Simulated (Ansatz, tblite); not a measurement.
Removing and adding an electron: `CCCCCCCCP(=O)(O)O`. Charge 0, multiplicity 1. Geometry: PBE-D4/def2-SVP. Ansatz, gas phase; energy differences of separate SCF runs; the oxidised species was run as a doublet alone; the reduced species was run as a doublet alone.

```xyz
31

C    -3.0901    2.6541    0.8458
C    -1.7219    3.1793    1.2884
C    -0.5699    2.8491    0.3286
C    -0.2605    1.3555    0.1789
C     0.9450    1.0768   -0.7259
C     1.2345   -0.4084   -0.9770
C     1.6251   -1.1867    0.2850
C     2.0839   -2.6323    0.0426
P     0.8467   -3.8132   -0.5642
O     1.1613   -5.2807   -0.4918
O    -0.4861   -3.3708    0.3004
O     0.5471   -3.2949   -2.1016
H    -3.1137    1.5464    0.7918
H    -3.3618    3.0391   -0.1600
H    -3.8901    2.9648    1.5480
H    -1.4790    2.7781    2.2983
H    -1.7779    4.2828    1.4112
H     0.3499    3.3701    0.6764
H    -0.7934    3.2781   -0.6754
H    -0.0875    0.9219    1.1894
H    -1.1461    0.8192   -0.2288
H     0.7786    1.5777   -1.7051
H     1.8488    1.5638   -0.2922
H     0.3493   -0.8837   -1.4513
H     2.0541   -0.4993   -1.7234
H     0.7789   -1.2039    1.0026
H     2.4556   -0.6521    0.7973
H     2.4481   -3.0936    0.9846
H     2.9270   -2.6802   -0.6798
H    -1.0285   -4.1696    0.4553
H     0.3724   -4.0874   -2.6477
```

The xTB rows come from tblite. HOMO above LUMO, or a gap near zero within one spin, warns that the state may not be the lowest or that an electron is smeared out.

| level | −HOMO (eV) | vertical IE (eV) | −LUMO (eV) | vertical EA (eV) | HOMO–LUMO gap (eV) | IE − EA (eV) | remarks |
| --- | --- | --- | --- | --- | --- | --- | --- |
| PBE-D4/def2-SVP | 6.41 | 9.05 | -0.12 | -1.95 | 6.53 | 11.00 | HOMO above zero (-1 doublet), gap within one spin near zero (+1 doublet), gap within one spin near zero (-1 doublet) |
| PBE0-D4/def2-SVP | 8.09 | 9.85 | -1.06 | -2.38 | 9.14 | 12.23 | HOMO above zero (-1 doublet) |

Q: Estimate the rows for GFN1-xTB, GFN2-xTB.

A: 
```tsv
level	−HOMO (eV)	vertical IE (eV)	−LUMO (eV)	vertical EA (eV)	HOMO–LUMO gap (eV)	IE − EA (eV)
GFN1-xTB	12.52	14.70	4.77	2.32	7.75	12.38
GFN2-xTB	11.27	13.26	2.23	-0.62	9.04	13.88
```

Relaxing the oxidised species (PBE-D4/def2-SVP) changes its energy by -0.24 eV at PBE-D4/def2-SVP, so the adiabatic ionisation energy to this nearest minimum is 8.80 eV. At PBE0-D4/def2-SVP it is 9.55 eV. The gap within one spin of the relaxed charge 1 doublet nearly closes, so an electron or hole may be smeared out by delocalisation error.     A HOMO above zero means that the electron is unbound at that level or that self-interaction error raises the level; the energy of removing that electron tells which. Raw xTB energy differences between charge states are shifted by several eV; the methods need an empirical correction for them. Sets without diffuse functions give affinities that are too small. A negative affinity means that the extra electron isn't bound; its size then hangs on the basis.
